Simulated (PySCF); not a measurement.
## Distorted geometries of PbH4

PbH4 (singlet). PySCF 2.14.0, RKS PBE0, Pb def2-SVP with ECP60, H def2-SVP; non-relativistic Hamiltonian with scalar-relativistic core potentials where named; density fitting; no spin-orbit coupling. Relaxed geometry:

```xyz
5

Pb    0.0078    0.3729    0.0000
H    -0.0134   -0.6421    1.4346
H    -0.0134   -0.6421   -1.4346
H     1.4627    1.3582    0.0000
H    -1.4050    1.4179    0.0000
```

Question: Order these distorted geometries by energy above the relaxed one, lowest first.
A.
```xyz
5

Pb    0.0113    0.3646    0.0440
H    -0.0408   -0.5939    1.4240
H    -0.0402   -0.6227   -1.4501
H     1.4627    1.3244   -0.0297
H    -1.3541    1.3926    0.0119
```
B.
```xyz
5

Pb   -0.0278    0.3571    0.1174
H    -0.0380   -0.5909    1.4397
H    -0.1943   -0.7083   -1.5938
H     1.7081    1.4720   -0.0773
H    -1.4092    1.3349    0.1141
```
C.
```xyz
5

Pb   -0.0364    0.4259   -0.0811
H    -0.0051   -0.6853    1.4798
H    -0.0236   -0.6004   -1.4059
H     1.4601    1.3226    0.0079
H    -1.3562    1.4021   -0.0006
```

Answer: A (0.07 eV), C (0.27 eV), B (0.93 eV).

Question: Which forces (eV/Å) act in the one that lies 0.93 eV up?

Answer: 
```
Pb   2.15  0.79 -3.67
H    0.20 -1.32  1.71
H    0.27  0.98  1.73
H   -1.90 -1.21  0.26
H   -0.72  0.76 -0.02
```
Forces carry noise of the integration grid, about 0.01 to 0.03 eV/Å.
